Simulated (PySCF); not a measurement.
An unknown is described by computed data only.

Formula: CH3FO2Si.

* XPS: Si2p3/2 109.3, C1s 295.7, O1s 538.8, O1s 539.9, F1s 693.0, Si1s 1849.4 eV [ΔSCF SCAN, pcX-2 on the ionised atom, pcseg-1 elsewhere, spin-free X2C, 2p3/2 from a spin–orbit splitting computed afterwards within the 2p shell]
* 1H NMR: chemical shifts (computed TMS as zero) by class: 8.12 (1 H), 5.79 (2 H) ppm [GIAO PBE/pcSseg-2]
* Rotational structure: rotational constants A, B, C: 13.841, 2.347, 2.058 GHz [PBE0-D3(BJ)/def2-SVP]
* Polarisability: 43.0 au [CAM-B3LYP/def2-SVPD]
* Valence photoelectron: vertical ionisation energy: 11.61 eV [ΔSCF CAM-B3LYP/def2-SVPD]
* 13C NMR: chemical shifts (computed TMS as zero) by class: 167.4 (1 C) ppm [GIAO PBE/pcSseg-2]
* NMR, other nuclei: isotropic shieldings of nuclei other than C and H, by class: -134 (1 O), 74 (1 O), 351 (1 F), 338 (1 Si) ppm [GIAO PBE/pcSseg-2]
* Dipole: 0.54 D [CAM-B3LYP/def2-SVPD]
* Triplet: lowest triplet excitation (Tamm–Dancoff): 5.26 eV [TDA CAM-B3LYP/def2-SVPD]
* UV, first state: lowest singlet excitation: 5.81 eV (213 nm, f = 0.001) [TDDFT CAM-B3LYP/def2-SVPD]

Gas-phase values; electronic properties from PySCF, density fitting. Levels stand in brackets. The structure is a single PBE0-D3(BJ)/def2-SVP conformer in the gas phase; no vibrational or solvent corrections. NMR classes are plain means over equivalent atoms (diastereotopic ones count apart unless rotation or inversion swaps them), as if these changed places fast.

Q: Propose a structure and show how it fits.

A: Numbering: `[O:1]=[CH:2][O:3][SiH2:4][F:5]`. Its formula, CH3FO2Si, gives 1 degree of unsaturation: 0 rings and 1 π bond in the structure found. The one carbon: carbonyl carbon [C2] (167.4 ppm). Hydrogen classes from least to most shielded: 1 H on a carbonyl carbon, C2 (8.12 ppm), 2 H on a fluorine-bound silicon, Si4 (5.79 ppm). The other shieldings belong to: -134 ppm, carbonyl oxygen [O1]; 74 ppm, oxygen singly bound to a carbonyl carbon [O3]; 351 ppm, silicon-bound fluorine [F5]; 338 ppm, fluorine-bound silicon [Si4]. The core levels belong to: Si2p3/2 109.3 eV, fluorine-bound silicon [Si4]; C1s 295.7 eV, carbonyl carbon [C2]; O1s 538.8 eV, carbonyl oxygen [O1]; O1s 539.9 eV, oxygen singly bound to a carbonyl carbon [O3]; F1s 693.0 eV, silicon-bound fluorine [F5]; Si1s 1849.4 eV, fluorine-bound silicon [Si4]. The first electron is taken from the HOMO, whose largest Löwdin shares are 0.68 on the carbonyl oxygen, 0.12 on the carbonyl carbon, 0.10 on the oxygen singly bound to a carbonyl carbon and 0.06 on the formyl hydrogen. The optimised geometry has point group Cs and is an asymmetric top. Structure: `O=CO[SiH2]F`. Computed isomers that give other values at the same levels: `O=C(O)[SiH2]F` (13C chemical shifts (computed TMS as zero) by class: 185.0 (1 C) ppm). The assignments are read from this structure; whether some other isomer fits the data as well wasn't checked.

Conformer computed: `[O:1]=[CH:2][O:3][SiH2:4][F:5]`: O1–C2–O3–Si4 1°, C2–O3–Si4–F5 179°.
